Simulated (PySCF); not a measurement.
## Electron correlation in Rh³⁺ (rhodium, charge +3)

Starting occupation: [Kr] 4d6, 4d3/2 with m_j = +3/2, 4d5/2 with m_j = -3/2, -1/2, +1/2, +3/2, +5/2. Computed with PySCF 2.14 in x2c-TZVPall-2c (8s9p7d1f, 77 functions), with X2C-1e with screened-nucleus spin-orbit coupling, Gaussian nucleus. Frozen: [Ar] 3d10; 14 electrons correlated; the 6 highest virtual spinors left out.

MP2 pair energies summed by pair of shells (mhartree):

```csv
pair,energy,share (%)
4d-4p,-133.74,42.5
4d-4d,-82.88,26.3
4p-4p,-55.36,17.6
4p-4s,-22.89,7.3
4d-4s,-16.33,5.2
4s-4s,-3.57,1.1
```

Total MP2 correlation energy: -314.78 mhartree.

The GHF reference relaxed away from the jj start to a determinant that is no pure jj level (⟨S²⟩ = 5.96, ⟨J²⟩ = 20.01); the energies belong to that determinant.

This basis was not built for core-valence correlation, so the inner-shell part is incomplete.
